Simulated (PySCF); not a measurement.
## Chlorine: a sound run and one with changed settings

Sound run: Cl²⁺ [Ne] 3s2 3p3, Cl³⁺ [Ne] 3s2 3p2. All numbers are calculated (PySCF 2.14, scalar relativity by spin-free X2C-1e, in x2c-TZVPall (5s5p2d1f, 37 functions)). In the sound run the correlated levels freeze [Ne]. The sound run starts from symmetry-adapted Hartree-Fock orbitals and uses a fine grid where one is needed.

Changed run: the non-relativistic Hamiltonian (point nucleus). This setting is unsound on purpose.

| species | method | sound run (hartree) | changed run (hartree) | converged |
| --- | --- | --- | --- | --- |
| Cl²⁺ | UHF | -459.62612 | -457.96219 | yes |
| Cl²⁺ | MN15 | -460.28173 | -458.59711 | yes |
| Cl²⁺ | M06-2X | -460.21120 | -458.54111 | yes |
| Cl²⁺ | MP2 | -459.71912 | -458.05526 | yes |
| Cl²⁺ | CCSD(T) | -459.74386 | -458.08014 | yes |
| Cl³⁺ | UHF | -458.19499 | -456.53173 | yes |
| Cl³⁺ | MN15 | -458.82256 | -457.13819 | yes |
| Cl³⁺ | M06-2X | -458.76160 | -457.09197 | yes |
| Cl³⁺ | MP2 | -458.26490 | -456.60170 | yes |
| Cl³⁺ | CCSD(T) | -458.29076 | -456.62778 | yes |

Ionisation energy of Cl²⁺:

```
 method  sound run (eV)  changed run (eV)
    UHF          38.943            38.925
   MN15          39.706            39.699
 M06-2X          39.446            39.433
    MP2          39.572            39.553
SCS-MP2          39.378            39.360
   CCSD          39.507            39.487
CCSD(T)          39.541            39.521
```

Most of the change in total energy is the relativistic energy itself. On top of that the contraction fixes the core shape for the Hamiltonian it was made with, so the changed run is not a good calculation with the other Hamiltonian either.

For comparison, NIST gives 39.8 ± 0.11 eV between the lowest levels.
